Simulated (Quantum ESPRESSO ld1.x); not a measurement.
Results of a calculation; reference values are marked as such.
Eu+, 62 electrons, occupied as [Kr] 4d10 4f7 5s2 5p5.75 6s1 5f0.25 (fractional occupations, a model configuration). Level of theory: Dirac Kohn-Sham, relativistic LDA (MacDonald-Vosko exchange, VWN5 correlation), spin-unpolarised, spherical densities, point nucleus; open shells fill j = l - 1/2 first (ld1.x of Quantum ESPRESSO 7.5). Some entries of the table are withheld. Estimate them.

| orbital | occ. | eigenvalue (Ry) | <r^2> (bohr^2) |
|---|---|---|---|
| 1s1/2 | 2 | -3529.4590 | 0.0006846 |
| 2s1/2 | 2 | -580.5808 | 0.01069 |
| 2p1/2 | 2 | -551.4403 | 0.007766 |
| 2p3/2 | 4 | -504.3358 | 0.009001 |
| 3s1/2 | 2 | -128.2388 | 0.07154 |
| 3p1/2 | 2 | -115.5405 | (1) |
| 3p3/2 | 4 | -105.9333 | (2) |
| 3d3/2 | 4 | -83.7902 | 0.05902 |
| 3d5/2 | 6 | -81.6884 | 0.06102 |
| 4s1/2 | 2 | -25.8963 | (3) |
| 4p1/2 | 2 | -20.9784 | 0.3836 |
| 4p3/2 | 4 | -18.8469 | 0.4234 |
| 4d3/2 | 4 | -10.7114 | 0.4898 |
| 4d5/2 | 6 | -10.3276 | 0.5057 |
| 5s1/2 | 2 | -3.8941 | 2.145 |
| 5p1/2 | 2 | -2.5628 | 2.745 |
| 5p3/2 | 3.75 | -2.2785 | 3.100 |
| 4f5/2 | 6 | -0.8571 | 1.220 |
| 4f7/2 | 1 | -0.8113 | 1.272 |
| 6s1/2 | 1 | -0.7213 | 15.44 |
| 5f5/2 | 0.25 | -0.1327 | 122.8 |
| 5f7/2 | 0 | -0.1326 | 123.1 |

Answer. 
(1) 3p1/2 <r^2> (bohr^2): 0.06666
(2) 3p3/2 <r^2> (bohr^2): 0.07379
(3) 4s1/2 <r^2> (bohr^2): 0.3639
